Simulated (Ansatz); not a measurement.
Start from `F[CH]([SiH3])[AlH][SiH3]` and change one atom or group to get `F[CH](F)[AlH][SiH3]`.

Ansatz, PBE0-D4/def2-TZVP geometries, multiplicity 1. Each molecule was computed in one conformer, which needn't be the lowest.

| property | `F[CH]([SiH3])[AlH][SiH3]` |
| --- | --- |
| size of the dipole moment (PBE/def2-TZVPP) / D | 1.01 |
| HOMO energy (ωB97M-V/def2-TZVPP) / eV | -9.50 |
| LUMO energy (PBE/def2-TZVPP) / eV | -2.81 |
| HOMO–LUMO gap (B3LYP/def2-TZVPP) / eV | 4.98 |
| HOMO–LUMO gap (PBE/def2-TZVPP) / eV | 3.40 |
| LUMO energy (B3LYP/def2-TZVPP) / eV | -2.24 |

**Question.** What does the change do to each property? (Best estimate.)

**Answer.** Ansatz gave: 
```json
{"property": "size of the dipole moment (PBE/def2-TZVPP) / D", "`F[CH](F)[AlH][SiH3]`": "1.08", "shift": "0.07"}
{"property": "HOMO energy (ωB97M-V/def2-TZVPP) / eV", "`F[CH](F)[AlH][SiH3]`": "-9.69", "shift": "-0.19"}
{"property": "LUMO energy (PBE/def2-TZVPP) / eV", "`F[CH](F)[AlH][SiH3]`": "-2.05", "shift": "0.76"}
{"property": "HOMO–LUMO gap (B3LYP/def2-TZVPP) / eV", "`F[CH](F)[AlH][SiH3]`": "6.00", "shift": "1.02"}
{"property": "HOMO–LUMO gap (PBE/def2-TZVPP) / eV", "`F[CH](F)[AlH][SiH3]`": "4.41", "shift": "1.01"}
{"property": "LUMO energy (B3LYP/def2-TZVPP) / eV", "`F[CH](F)[AlH][SiH3]`": "-1.47", "shift": "0.77"}
```

With PBE0 the HOMO falls by 0.23 eV and the LUMO rises by 0.79 eV, so the gap widens by about 1.02 eV. PBE moves the HOMO by -0.25 eV and ωB97M-V by -0.19 eV. Dipoles are sizes alone; their direction can turn.

B3LYP here is the variant with VWN-RPA as its local correlation; programs differ in this.
